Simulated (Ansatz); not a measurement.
TiH4. The state is a triplet with charge 0. Geometry B3LYP-D4/def2-TZVP, that of the neutral singlet; atoms count from 1.

```xyz
5

Ti    0.000    0.000    0.000
H    -0.155    1.489    0.794
H    -1.073   -0.056   -1.310
H    -0.360   -1.256    1.079
H     1.588   -0.178   -0.563
```

At PBE0-D4/def2-TZVP a singlet of charge 0 lies 2.80 eV below the triplet at the same geometry.

Question: Estimate the Mulliken populations from the PBE0/def2-TZVP orbitals of Ansatz.

Answer: 
```json
{"atom": "Ti1", "charge (e)": "0.47", "spin (α − β)": "1.23", "d electrons": "2.39"}
{"atom": "H2", "charge (e)": "-0.12", "spin (α − β)": "0.19", "d electrons": "–"}
{"atom": "H3", "charge (e)": "-0.12", "spin (α − β)": "0.19", "d electrons": "–"}
{"atom": "H4", "charge (e)": "-0.12", "spin (α − β)": "0.19", "d electrons": "–"}
{"atom": "H5", "charge (e)": "-0.12", "spin (α − β)": "0.19", "d electrons": "–"}
```
Mulliken values depend strongly on the basis.

Question: Where does the spin sit?

Answer: Summed by element: Ti 1.23, H 0.77, of 2 unpaired in all. Largest on single atoms: Ti1 1.23, H5 0.19, H3 0.19.
